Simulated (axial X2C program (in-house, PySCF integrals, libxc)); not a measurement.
## Curves of HoH⁺ from open-shell CI on f10 s1

Computed with an in-house all-electron X2C program for linear molecules (integrals from PySCF): two-component X2C with atomic mean-field Coulomb and Gaunt terms, basis Ho dyall-v2z, H dyall-v2z (cores contracted in-house). Orbitals come from Hartree–Fock averaged over the configuration Ho f10 s1; CI then distributes these electrons over the f, s shells of Ho.

Scan along the bond; masses Ho 164.930 u, H 1.008 u. Energies in cm⁻¹ from the lowest point; levels are followed by energy order within each Ω. Lowest level at 1.885 Å: 100% f10 s1.

```
R (Å)  (1)Ω=17/2  (1)Ω=15/2  (1)Ω=13/2  (1)Ω=11/2  (1)Ω=9/2  (1)Ω=7/2  (1)Ω=5/2  (1)Ω=3/2  (1)Ω=1/2
1.753        921       1305       1472       1522      1550      1594      1653      1712      1749
1.819        221        578        744        806       844       889       944       995      1027
1.885          0        333        499        571       615       661       712       757       785
1.960        219        530        693        773       823       870       917       957       980
2.036        845       1136       1298       1383      1438      1484      1528      1563      1583
2.121       1916       2189       2348       2437      2495      2542      2582      2613      2630
2.224       3601       3856       4011       4103      4164      4209      4246      4273      4288
```

(1) Fit the curves (1)Ω=17/2, (1)Ω=15/2, (1)Ω=13/2, (1)Ω=11/2, (1)Ω=9/2, (1)Ω=7/2, (1)Ω=5/2, (1)Ω=3/2, (1)Ω=1/2 near their minima.

The 9 lowest curves are shown; the next is (2)Ω=15/2, from 2148 cm⁻¹.

There is no dynamic correlation: spin–orbit spacings and, for f shells, spacings inside one term are the most reliable numbers, splittings between terms come out too wide, and energies between configurations are not reliable, so the lowest level need not be the ground state of the molecule. At most 4 roots were kept for each Ω > 0 (twice that for Ω = 0) within 2.2 eV of the lowest, so higher up levels can be missing between those listed; levels with Ω > 0 are doubly degenerate and listed once, Ω = 0 levels singly.

## Answers

(1) From the open-shell CI curves, Te from the lowest:

```
    level  Te (cm⁻¹)  Re (Å)  ωe (cm⁻¹)
(1)Ω=17/2          0   1.887     1728.7
(1)Ω=15/2        332   1.891     1725.9
(1)Ω=13/2        498   1.891     1724.2
(1)Ω=11/2        570   1.890     1722.7
 (1)Ω=9/2        615   1.889     1721.8
 (1)Ω=7/2        661   1.888     1721.1
 (1)Ω=5/2        711   1.889     1720.6
 (1)Ω=3/2        757   1.890     1720.3
 (1)Ω=1/2        784   1.891     1720.2
```

Without dynamic correlation distances can be off by several hundredths of an Å (long for ionic bonds, short for multiple bonds) and the wavenumbers are rough.
